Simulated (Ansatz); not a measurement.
Relaxation of C2H7F2NSi (13 atoms, charge 0, multiplicity 1), to a largest force component of 0.015 eV/Å in at most 40 steps.

Level of theory: Ansatz 0.2.0, RKS PBE-D4/def2-SVP.

```xyz
13
Properties=species:S:1:pos:R:3
C 0.415 -2.211 0.117
Si 0.679 -0.356 0.112
F 1.640 0.015 -1.104
N -0.670 0.542 -0.147
C -1.772 0.709 0.750
F -2.501 -0.463 0.717
H -0.040 -2.490 -0.842
H 1.332 -2.712 0.248
H -0.322 -2.437 0.944
H 1.268 0.088 1.421
H -1.128 0.221 -1.080
H -1.455 0.858 1.782
H -2.503 1.541 0.441
```

**Question.** Where does it end, and by what steps?

**Answer.** The forces met the threshold. After 20 steps the energy has fallen by 0.646 eV; F6 moved furthest, 1.17 Å.

```csv
step,energy less start (eV),largest force component (eV/Å),accepted
0,0.0000,4.075,yes
1,-0.4392,2.243,yes
2,-0.5863,0.397,yes
3,-0.5820,0.672,no
4,-0.6091,0.074,yes
5,-0.6143,0.089,yes
6,-0.6198,0.128,yes
7,-0.6223,0.298,yes
8,-0.6284,0.128,yes
9,-0.6363,0.085,yes
10,-0.6351,0.329,no
11,-0.5845,0.516,no
12,-0.6389,0.027,yes
13,-0.6411,0.084,yes
14,-0.6423,0.140,yes
15,-0.6436,0.108,yes
16,-0.6452,0.060,yes
17,-0.6447,0.145,no
18,-0.6457,0.027,yes
19,-0.6458,0.026,yes
20,-0.6459,0.014,yes
```

```xyz
13
Properties=species:S:1:pos:R:3
C 0.616 -2.351 -0.152
Si 0.527 -0.540 0.300
F 1.706 0.227 -0.559
N -1.034 0.119 -0.101
C -1.795 0.989 0.720
F -2.658 0.300 1.585
H 0.366 -2.501 -1.223
H 1.635 -2.753 0.012
H -0.098 -2.942 0.456
H 0.780 -0.223 1.742
H -1.556 -0.289 -0.882
H -1.114 1.601 1.352
H -2.431 1.666 0.108
```

Run time: 50 s on 2 threads of Intel(R) Xeon(R) Platinum 8488C (Sapphire Rapids) (shared host), peak memory 0.18 GiB.
